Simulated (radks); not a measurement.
Results of a calculation; reference values are marked as such.
The chlorine anion Cl-, [Ar], held by a Watson sphere: a shell of charge +1 at radius R that stands for the Madelung well of a crystal (potential energy -1/R inside, -1/r outside, in hartree with lengths in bohr). Code: a radial shooting solver on a logarithmic mesh with Libxc functionals. Model: scalar-relativistic Kohn-Sham, PBEsol, spin-polarised, spherical densities, finite nucleus; Fermi nuclear charge, rms radius of each element as measured or else 0.836 A^(1/3) + 0.57 fm. Response by self-consistent Sternheimer equations with the Hartree and adiabatic LDA kernel, the relativistic mass of each level held fixed and spin-orbit coupling left out. The sphere does not respond.

R (bohr)  e(2p) (eV)  e(3s) (eV)  e(3p) (eV)  <r> 3p (bohr)  sum of <r^2> (bohr^2)  X-ray form factor at sin(theta)/lambda = 0.1 1/angstrom  alpha (bohr^3)
1.9          -189.53     -21.039      -9.163          1.857                  32.17                                                   15.949           16.92
1.92         -189.52     -20.998      -9.134          1.860                  32.25                                                   15.945           17.03
2.33         -189.31     -20.176      -8.501          1.909                  33.85                                                   15.866           19.58
2.35         -189.30     -20.137      -8.469          1.911                  33.92                                                   15.862           19.71
2.6          -189.11     -19.669      -8.063          1.936                  34.77                                                   15.823           21.42
4.35         -187.26     -17.158      -5.631          2.029                  38.34                                                   15.685           33.30
